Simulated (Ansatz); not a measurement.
Cost and result up the ladder for the cluster Ca₄Te₄ (8 atoms). The state is a singlet with charge 0. Geometry: r2SCAN-D4/def2-SVP.

```xyz
8

Ca   -0.2999   -1.2015   -2.2885
Ca    1.2041    3.3998    0.8885
Ca    0.9619   -2.3451    0.5064
Ca   -1.4916    0.9183    1.0396
Te   -2.0377   -1.8549    0.1442
Te    1.6436   -3.3154   -2.1150
Te   -1.3017    3.6666    2.1365
Te    1.3213    0.7322   -0.3116
```

Ansatz on 4 threads of Arm Neoverse V1 on a shared host. Times are rough, and most runs start from the orbitals of an earlier one. PBE0-D4/def2-TZVP serves as the yardstick here, not as an exact answer. Differences are given only for rows in sets of like size (and for xTB, whose basis is part of the method), since another set adds its own error. Binding counts from free atoms at the same level (Ca singlet, Te triplet; other spins of the atoms weren't run), without zero-point energy or a counterpoise term.

In the def2 sets Te takes a core potential; there is no spin–orbit coupling. Correlated methods freeze 36 core orbitals; core or outer-core shells of Ca, Te are correlated, in sets that lack core-valence functions. The rows differ in basis, and correlated rows in double-zeta sets carry the largest basis error. Another isomer (singlet) lies 2.51 eV lower at PBE0-D4/def2-TZVP; other spin states weren't run for this one.

Correlated methods converge slowly with the basis, most of all in double-zeta sets.

| level | functions | binding energy per atom (eV) | difference from PBE0-D4/def2-TZVP (eV) |
| --- | --- | --- | --- |
| PBE0-D4/def2-TZVP | 344 | 2.79 | 0.00 |
| MP2/def2-SVP | 200 | 2.44 | – |
| PBE-D4/def2-TZVP (with forces) | 344 | 2.84 | 0.05 |
| r2SCAN-D4/def2-TZVP | 344 | 2.92 | 0.13 |

Q: Estimate how long each takes.

A: MP2/def2-SVP 11 s; PBE-D4/def2-TZVP (with forces) 14 s; r2SCAN-D4/def2-TZVP 24 s; PBE0-D4/def2-TZVP 33 s. On shared hardware such times vary by a factor of up to 3.
